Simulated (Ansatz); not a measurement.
`O[Si](O)(O)[O][Al]([F])[Cl]`. The species carries charge 0 and has multiplicity 1.

```
atom   x (Å)   y (Å)   z (Å)
  O1   0.081   1.458   1.419
 Si2   0.462   0.068   0.662
  O3   0.625  -1.051   1.840
  O4   1.805   0.314  -0.229
  O5  -0.650  -0.424  -0.405
 Al6  -1.411  -0.323  -1.884
  F7  -1.977  -1.696  -2.570
 Cl8  -1.727   1.472  -2.862
  H9  -0.374   1.378   2.258
 H10   0.636  -1.972   1.579
 H11   2.529   0.778   0.193
```

(1) What are the harmonic wavenumbers in cm⁻¹ at PBE0-D4/def2-TZVP (Ansatz, finite differences of forces, unscaled)? (An estimate is asked.)

Answers

(1) The calculation gave: 14, 31, 32, 151, 188, 205, 226, 239, 262, 300, 316, 360, 395, 400, 478, 659, 815, 827, 834, 869, 914, 982, 995, 1149, 3930, 3930, 3932.
